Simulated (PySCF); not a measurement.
# Relaxation of singlet CaI₂

These are results of PySCF, PBE0, basis Ca def2-TZVP, I def2-TZVP with ECP28 (scalar-relativistic core potentials, no spin–orbit coupling, density fitting), not measurements. A (50,194) grid was used.

A hand-made bent start, of C2v symmetry, held to at least that symmetry:

Coordinates in bohr (charge 0 multiplicity 1):
```
Ca    0.0000    0.0000   -2.8469
I     4.7058    0.0000    0.4482
I    -4.7058    0.0000    0.4482
```

Optimiser trace:
```json
{"step": "0", "E − E(last) (kJ/mol)": "58.60", "largest gradient (Eh/bohr)": "0.03349"}
{"step": "1", "E − E(last) (kJ/mol)": "33.75", "largest gradient (Eh/bohr)": "0.02369"}
{"step": "2", "E − E(last) (kJ/mol)": "13.68", "largest gradient (Eh/bohr)": "0.00427"}
{"step": "3", "E − E(last) (kJ/mol)": "11.52", "largest gradient (Eh/bohr)": "0.00258"}
{"step": "4", "E − E(last) (kJ/mol)": "7.71", "largest gradient (Eh/bohr)": "0.00431"}
{"step": "5", "E − E(last) (kJ/mol)": "5.71", "largest gradient (Eh/bohr)": "0.00997"}
{"step": "6", "E − E(last) (kJ/mol)": "3.01", "largest gradient (Eh/bohr)": "0.00430"}
{"step": "7", "E − E(last) (kJ/mol)": "1.69", "largest gradient (Eh/bohr)": "0.00236"}
{"step": "8", "E − E(last) (kJ/mol)": "0.77", "largest gradient (Eh/bohr)": "0.00101"}
{"step": "9", "E − E(last) (kJ/mol)": "0.33", "largest gradient (Eh/bohr)": "0.00077"}
{"step": "10", "E − E(last) (kJ/mol)": "0.09", "largest gradient (Eh/bohr)": "0.00134"}
{"step": "11", "E − E(last) (kJ/mol)": "0.02", "largest gradient (Eh/bohr)": "0.00012"}
{"step": "12", "E − E(last) (kJ/mol)": "0.00", "largest gradient (Eh/bohr)": "0.00006"}
```

It ends at C2v with Ca–I 2.825 Å (×2); I–Ca–I 179.9° (after a last refinement on a finer grid). A frequency run shows a minimum. Other isomers or separated fragments may lie lower.

Final geometry:
Z-matrix (Å, degrees; charge 0 multiplicity 1):
```
Ca
I  1 2.8254
I  1 2.8254 2 179.92
```
